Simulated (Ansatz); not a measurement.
A set of 12 reactions (ligand exchange), with CCSD(T)/CBS values in kJ/mol:

```json
{"reaction": "`[SiH3][SiH2][InH2]` + `O[SiH2]O` → `O[SiH2]O[SiH2][SiH3]` + `[InH3]`", "ΔE": "-51.2"}
{"reaction": "`[SiH3][Al]1[O][SiH2]1` + `[OH][GeH]([OH])[OH]` → `[OH][GeH]([OH])[O][SiH3]` + `[O]1[AlH][SiH2]1`", "ΔE": "-85.6"}
{"reaction": "`[BH2][AlH][O][SiH3]` + `CN[SiH3]` → `[BH2][AlH][N](C)[SiH3]` + `O[SiH3]`", "ΔE": "61.3"}
{"reaction": "`F[CH]1[CH2][Al]1[SiH3]` + `CC(N)O` → `CC(O)N[SiH3]` + `F[CH]1[CH2][AlH]1`", "ΔE": "-26.8"}
{"reaction": "`C[NH][AlH][OH]` + CH₃SH → `C[S][AlH][OH]` + CH₃NH₂", "ΔE": "-19.7"}
{"reaction": "`F[SiH2]N([SiH3])[SiH3]` + `NC[SiH2]S` → `NC[SiH2]S[SiH3]` + `F[SiH2]N[SiH3]`", "ΔE": "-8.9"}
{"reaction": "`[GeH3][SiH]1BO1` + `BNC=C` → `B[N]([GeH3])C=C` + `B1O[SiH2]1`", "ΔE": "19.5"}
{"reaction": "`BN[SiH](C)Cl` + `[OH][Al]([Cl])[Cl]` → `B[O][Al]([Cl])[Cl]` + `C[SiH](N)Cl`", "ΔE": "-1.1"}
{"reaction": "`F[SiH](Cl)Cl` + `C=C[SiH2]N` → `C=C[SiH2]N[SiH](Cl)Cl` + H–F", "ΔE": "58.5"}
{"reaction": "`CC(=S)O[SiH2]O` + `S[SiH2]Cl` → `O[SiH2]S[SiH2]Cl` + `CC(O)=S`", "ΔE": "-1.0"}
{"reaction": "`BN[SiH2]O` + `O[SiH2][SiH3]` → `O[SiH2]O[SiH2][SiH3]` + `BN`", "ΔE": "-72.8"}
{"reaction": "`[NH2][AlH][C](=O)O[SiH3]` + H₂Se → `[NH2][AlH][SeH]` + `O=CO[SiH3]`", "ΔE": "-122.4"}
```

Computed with Ansatz on PBE0-D4/def2-TZVP structures; ΔE is electronic, products minus reactants. CCSD(T)/CBS adds triple-zeta CCSD(T) − MP2 to the extrapolated MP2 energy (def2 sets, frozen cores). This one scheme is used for every species. DFT in def2-TZVPP. B3LYP here is the variant with VWN-RPA as its local correlation; programs differ in this. def2 core potentials past Kr. For Ge, In, Se outer-core shells are correlated without core-valence functions, which leaves a few kJ/mol of doubt a bond. Scalar relativity is left out up to krypton. Each species was taken in one conformer, which may not be the lowest.

Question: Give the mean, mean absolute and largest difference (level minus CCSD(T)/CBS, kJ/mol) for: PBE-D4, r2SCAN-D4, PBE0-D4, B3LYP-D4, ωB97X-V, ωB97M-V, PBE0, SCS-MP2/def2-TZVPP, CCSD/def2-TZVPP, CCSD(T)/def2-TZVPP, MP2/def2-QZVPP, SCS-MP2/def2-QZVPP, MP2/CBS(def2), CCSD/CBS(def2). (Estimate.)

Answer: The calculation gave: 
```csv
level,mean,mean absolute,largest
PBE-D4,5.1,11.7,27.9
r2SCAN-D4,1.8,4.8,13.8
PBE0-D4,2.4,7.6,18.6
B3LYP-D4,0.8,4.1,-8.5
ωB97X-V,0.4,2.9,-7.8
ωB97M-V,-0.4,3.3,-6.8
PBE0,5.0,9.8,21.0
SCS-MP2/def2-TZVPP,-1.9,5.5,-11.8
CCSD/def2-TZVPP,0.9,3.3,6.4
CCSD(T)/def2-TZVPP,0.9,2.0,3.3
MP2/def2-QZVPP,-3.1,3.4,-9.3
SCS-MP2/def2-QZVPP,-2.4,5.5,-13.1
MP2/CBS(def2),-3.5,4.0,-9.7
CCSD/CBS(def2),0.0,2.7,4.9
```

The largest T1 diagnostic in the set is 0.017, for `B1O[SiH2]1` (customary mark 0.02).

CCSD(T)/CBS is a level of theory with its own doubt, and the functionals carry their triple-zeta basis error, so these figures describe this set and don't rank the functionals.
